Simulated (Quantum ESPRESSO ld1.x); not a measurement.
The numbers below are computed, except where a source is named.
Task: Au4+, 75 electrons, occupied as [Kr] 4d10 4f14 5p6 5d9 (not the ground configuration). Code: ld1.x of Quantum ESPRESSO 7.5. Model: Dirac Kohn-Sham, Wu-Cohen GGA, spin-unpolarised, spherical densities, point nucleus; open shells are shared between the two j in proportion to 2j + 1.

Spin-orbit splittings of the eigenvalues, e(l+1/2) - e(l-1/2), with zeta = 2 splitting/(2l+1) and mean radii in bohr:

shell  occ.  splitting (eV)  zeta (eV)  <r> j=l-1/2  <r> j=l+1/2
2p        6            1836       1224      0.05798      0.06653
3p        6               ?          ?       0.1736       0.1893
3d       10           87.07      34.83       0.1648       0.1696
4p        6           97.26      64.84       0.4093       0.4432
4d       10           18.13      7.252       0.4514       0.4625
4f       14           3.845      1.099       0.4915       0.4982
5p        6           17.72      11.81       0.9787        1.066
5d        9           2.174     0.8697        1.322        1.358
6p        0           2.857      1.905        2.398        2.580

Estimate the 3p splitting.

Result: 405.2 eV (zeta = 270.1 eV).
